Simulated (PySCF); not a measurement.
## Polarisability and C₆ of Bi (bismuth, neutral)

[Xe] 4f14 5d10 6s2 6p3, high-spin 4S determinant. All numbers are calculated (PySCF 2.14, scalar relativity by spin-free X2C-1e, in aug-cc-pVTZ-DK3). Coupled (time-dependent) response in atomic units; α is the mean over directions.

| method | mean α (bohr³) | C₆ (like pair) | S(−4) |
| --- | --- | --- | --- |
| UHF | 49.86 | 594.1 | 668.3 |
| PBE | 55.15 | 661.7 | 937.2 |

S(−4) is the Cauchy moment in α(ω) = α(0) + S(−4) ω² + …

Reference α: 48 ± 4 bohr³ (recommended; Schwerdtfeger and Nagle, table of static dipole polarizabilities (2023 update)). Published C₆: 513.0 (Gould and Bucko (2016)).

α(iu) at UHF:

```
u (hartree)  α(iu) (bohr³)
          0          49.86
     0.0500          48.26
      0.100          44.19
      0.200          33.96
      0.300          25.46
      0.500          15.24
      0.750          9.277
       1.00          6.344
       1.50          3.631
       2.00          2.399
       3.00          1.284
       5.00         0.5377
```

A single London oscillator, α(iu) = α/(1 + u²/ω²), gives C₆ = (3/4) ω α². Matching the computed C₆ needs ω = 4 × 594.1 / (3 × 49.86²) = 0.319 hartree.

Spin-orbit coupling, which splits the p, d and f shells strongly at this Z, is absent. Spin-orbit coupling is strong in this species (close to jj coupling), so the high-spin LS determinant is a model state, not a physical level.
